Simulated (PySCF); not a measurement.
In(H)(NH2)2 (H₅InN₂), SMILES [NH2][InH][NH2]. Geometry optimised at PBE0-D3(BJ)/def2-SVP. The def2 effective core potentials stand for the cores of In; spin–orbit coupling is left out. The values are those of a single conformer.

Give the equilibrium geometry at PBE0-D3(BJ)/def2-SVP (PySCF confirms it by a frequency run) as Cartesian coordinates in Å, and its point group. (The exact figures need the calculation; the answer reports its results.)

This is not unique; one that fits is point group Cs.
```xyz
8

In     0.0089     0.2853     0.0000
H     -0.0835     1.9955     0.0000
N     -0.0767    -0.8247    -1.6944
H      0.1652    -0.4127    -2.5890
H      0.1960    -1.8018    -1.6822
N     -0.0767    -0.8247     1.6944
H      0.1960    -1.8018     1.6822
H      0.1652    -0.4127     2.5890
```
Charge 0, spin multiplicity 1.
